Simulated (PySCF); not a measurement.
## Er³⁺ (erbium, charge +3) across methods

[Xe] 4f11, one real determinant. Computed with PySCF 2.14 in x2c-TZVPPall (11s7p7d4f2g, 113 functions), with scalar relativity by spin-free X2C-1e.

```tsv
method	E (hartree)	mean ε 5p β (eV)	mean ε 4f α (eV)	mean ε 4f β (eV)	Σ⟨r²⟩ (bohr²)	⟨S²⟩
PBE0	-13084.24	-56.812	-39.862	-37.550	33.13	3.752
LDA	-13075.42	-55.169	-36.866	-34.670	33.24	3.751
UHF	-13079.95400	-61.335	-49.059	-45.664	33.03	3.753
r2SCAN	-13084.61	-55.564	-36.646	-34.650	33.11	3.752
```

Problem. Estimate the same row for PBE.

Solution. E (hartree) = -13084.40; mean ε 5p β (eV) = -54.850; mean ε 4f α (eV) = -36.508; mean ε 4f β (eV) = -34.521; Σ⟨r²⟩ (bohr²) = 33.24; ⟨S²⟩ = 3.751.

⟨L²⟩ = 34.01 against 42 for a pure I term, so this real determinant mixes terms. Spin-orbit coupling, absent here, splits the open shell strongly.
